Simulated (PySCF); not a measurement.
Estimate the missing entries of this data sheet.

Compound: C4H7FO2Si.
Structure used (GFN2-xTB), in Å, numbered top down from 1:
```
atom  x, y, z in Å
O1     1.2246   -1.5282   -1.1052
C2     1.2836   -0.6929   -0.2338
O3     0.2430    0.0255    0.1866
C4    -1.0193   -0.1804   -0.4108
C5    -2.2187   -0.0212    0.4684
C6    -1.9009    1.0177   -0.5667
Si7    2.8639   -0.2267    0.7431
F8     2.4935    1.0594    1.6326
H9    -0.9949   -0.9484   -1.1748
H10   -3.0563   -0.6821    0.3096
H11   -2.0393    0.2334    1.5009
H12   -1.5103    1.9622   -0.2225
H13   -2.5157    1.0830   -1.4507
H14    3.2187   -1.2790    1.6802
H15    3.9239    0.1856   -0.1599
```

```json
{"property": "rotational constants A, B, C of the GFN2-xTB geometry", "level": "GFN2-xTB", "value": "?"}
{"property": "dipole moment", "level": "CAM-B3LYP/def2-SVPD", "value": "0.99 D"}
{"property": "HOMO energy", "level": "CAM-B3LYP/def2-SVPD", "value": "?"}
{"property": "LUMO energy", "level": "CAM-B3LYP/def2-SVPD", "value": "0.28 eV"}
{"property": "lowest singlet excitation", "level": "TDDFT CAM-B3LYP/def2-SVPD", "value": "?"}
{"property": "strongest line among the 8 lowest singlet transitions", "level": "TDDFT CAM-B3LYP/def2-SVPD", "value": "S2 at 6.71 eV (185 nm, f = 0.118)"}
{"property": "lowest triplet excitation (Tamm–Dancoff)", "level": "TDA CAM-B3LYP/def2-SVPD", "value": "4.49 eV"}
{"property": "static isotropic polarisability", "level": "CAM-B3LYP/def2-SVPD", "value": "77.8 au"}
{"property": "electronic spatial extent ⟨r²⟩ about the centre of nuclear charge", "level": "CAM-B3LYP/def2-SVPD", "value": "?"}
{"property": "13C chemical shifts (computed TMS as zero) by class", "level": "GIAO PBE0/pcSseg-1", "value": "?"}
{"property": "1H chemical shifts (computed TMS as zero) by class", "level": "GIAO PBE0/pcSseg-1", "value": "?"}
{"property": "isotropic shieldings of nuclei other than C and H, by class", "level": "GIAO PBE0/pcSseg-1", "value": "-159 (O1), 79 (O3), 393 (F8), 379 (Si7) ppm"}
```

The electronic properties come from PySCF, for the isolated species, density fitting.

Task: The electronic spatial extent ⟨r²⟩ about the centre of nuclear charge?

Result: 1425 bohr².

Task: Give the 1H chemical shifts (computed TMS as zero) by class.

Result: 5.53 (H9), 4.97 (H14/H15), 1.02 (H11/H12), 0.76 (H10/H13) ppm.

Task: Give the lowest singlet excitation.

Result: 5.15 eV (241 nm, f = 0.004).

Task: What are the 13C chemical shifts (computed TMS as zero) by class?

Result: 185.3 (C2), 48.3 (C4), 8.1 (C5/C6) ppm.

Task: Give the HOMO energy.

Result: -9.48 eV.

Task: The rotational constants A, B, C of the GFN2-xTB geometry?

Result: 3.195, 0.956, 0.789 GHz.

The dipole matches unit charges of opposite sign 0.21 Å apart (1 e·Å = 4.8032 D). The 8 singlets span 5.15 to 8.20 eV, and their oscillator strengths add up to 0.26. The vertical singlet–triplet gap S1 − T1 is 0.66 eV (TDDFT singlet less Tamm–Dancoff triplet). The principal polarisabilities are 66.1, 71.6 and 95.9 au; their mean is the isotropic value. The polarisability is 11.54 Å³ as a volume (1 au = 0.148185 Å³), or 1.11 au for each of the 70 electrons.

One conformer stands for the species.
